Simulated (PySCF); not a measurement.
3,3-difluoropent-1-en-4-yne (C₅H₄F₂), SMILES C(F)(C#C)(C=C)F.

Geometry optimised at PBE0-D3(BJ)/def2-SVP. One conformer was computed; it need not be the lowest.

Calculation: PBE/def2-TZVP (PySCF).

The molecule is in vacuum.

```
Quantity                                                                                                        Result
---------------------------------------------------------------------------------------------  -----------------------
total energy                                                                                        -392.23960 hartree
point group                                                                                                         Cs
highest occupied level                                                                                        -7.19 eV
lowest empty level                                                                                            -1.85 eV
orbital gap                                                                                                    5.34 eV
dipole moment                                                                                                   2.31 D
quadrupole, principal values (traceless, Buckingham form, about the centre of nuclear charge)  -8.55, -1.79, 10.34 D·Å
mean static polarisability                                                                        57.8 bohr³ (8.56 Å³)
polarisability, principal values                                                                39.9, 61.2, 72.2 bohr³
```
